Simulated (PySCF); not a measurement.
Delta-SCF ions had no search for a lower state. Excitations are Tamm–Dancoff values on a coarser integration grid. The basis has no diffuse functions, so Rydberg states are missing or too high.

# C14H10S, SMILES `c12c3c(c(S)ccc3)ccc2cccc1` (H–S–C–C torsion 127°) (charge 0, multiplicity 1)

All values below come from PBE0-D4/def2-SVP (PySCF).

```json
{
  "HOMO": "-6.23 eV",
  "dipole_moment": "1.52 D",
  "LUMO": "-1.42 eV",
  "HOMO–LUMO gap": "4.81 eV",
  "S1 excitation (TDA)": "4.01 eV",
  "S1 oscillator strength": "0.003",
  "brightest of the four lowest singlets (TDA)": "4.22 eV",
  "T1 excitation (TDA)": "2.93 eV",
  "S1–T1 gap (TDA)": "1.08 eV",
  "vertical ionisation energy (Delta-SCF)": "7.73 eV",
  "total_energy": "-936.4811 Ha",
  "cost": "about 14 core-minutes (a rough figure)"
}
```

```xyz
25

S     -3.7353     1.8218     1.1144
C     -2.7217     0.5085     0.4691
C     -3.3697    -0.6341     0.0329
C     -2.6381    -1.6877    -0.5337
C     -1.2648    -1.6085    -0.6294
C     -0.5661    -0.4633    -0.1918
C     -1.3086     0.6307     0.3396
C     -0.6172     1.8242     0.7224
C      0.7353     1.9198     0.6256
C      1.5249     0.8315     0.1395
C      2.9312     0.9364     0.0601
C      3.6950    -0.1085    -0.4144
C      3.0653    -1.2960    -0.8255
C      1.6915    -1.4181    -0.7581
C      0.8815    -0.3657    -0.2775
H     -3.0958     1.9690     2.2965
H     -4.4527    -0.7117     0.1480
H     -3.1598    -2.5824    -0.8806
H     -0.7178    -2.4496    -1.0553
H     -1.2066     2.6727     1.0730
H      1.2438     2.8435     0.9135
H      3.4051     1.8667     0.3839
H      4.7821    -0.0166    -0.4705
H      3.6644    -2.1291    -1.2003
H      1.2341    -2.3536    -1.0813
```
